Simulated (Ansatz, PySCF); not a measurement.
Nb(O)(Cl)2(Me) (CH3Cl2NbO), SMILES [CH3][Nb](=[O])([Cl])[Cl], multiplicity 1. Atoms are numbered in the order given.

```xyz
8

Nb     0.0335     0.2104    -0.0979
O      1.1008     0.9109    -1.1868
Cl     1.1425    -0.3983     1.8181
Cl    -1.2180    -1.4056    -1.1436
C     -1.2550     1.8264     0.3794
H     -0.6655     2.6545     0.8086
H     -2.0227     1.5031     1.1023
H     -1.7418     2.1939    -0.5401
```

Geometry optimised at PBE0-D3(BJ)/def2-SVP. The spin state was assumed, not searched. The structure was generated by enumeration; whether it is a known compound was not checked. The def2 effective core potentials stand for the cores of Nb; spin–orbit coupling is left out.

Two levels are set side by side: PBE-D3(BJ)/def2-SVP (Ansatz, a program for electronic structure) and PBE0-D3(BJ)/def2-SVP (Ansatz). Each level has its own optimised geometry; the coordinates shown are those of the second. Frequencies come from the Hessian of PySCF at each geometry. Differences are taken from unrounded values.

| quantity | PBE0-D3(BJ) |
|---|---|
| mean bond length (Å) | 1.672 |
| bond Nb1–O2 (Å) | 1.678 |
| bond Nb1–Cl3 (Å) | 2.296 |
| bond Nb1–Cl4 (Å) | 2.296 |
| bond Nb1–C5 (Å) | 2.121 |
| bond C5–H6 (Å) | 1.103 |
| bond C5–H7 (Å) | 1.103 |
| bond C5–H8 (Å) | 1.103 |
| highest harmonic wavenumber (cm⁻¹) | 3155 |
| mean harmonic wavenumber (cm⁻¹) | 988 |
| zero-point energy (kcal/mol) | 25.43 |

Task: What does PBE-D3(BJ) give, and how far is it from PBE0-D3(BJ)? (Estimate from the structure and the level; the computed values follow.)

Result: 
| quantity | PBE-D3(BJ) | PBE-D3(BJ) minus PBE0-D3(BJ) |
|---|---|---|
| mean bond length (Å) | 1.683 | 0.012 |
| bond Nb1–O2 (Å) | 1.703 | 0.025 |
| bond Nb1–Cl3 (Å) | 2.307 | 0.011 |
| bond Nb1–Cl4 (Å) | 2.307 | 0.011 |
| bond Nb1–C5 (Å) | 2.134 | 0.013 |
| bond C5–H6 (Å) | 1.111 | 0.008 |
| bond C5–H7 (Å) | 1.111 | 0.008 |
| bond C5–H8 (Å) | 1.111 | 0.008 |
| highest harmonic wavenumber (cm⁻¹) | 3066 | -89 |
| mean harmonic wavenumber (cm⁻¹) | 956 | -32 |
| zero-point energy (kcal/mol) | 24.60 | -0.83 |

Exact exchange shortens and stiffens bonds; PBE has none. Differences between two approximate levels are no errors against the true value.
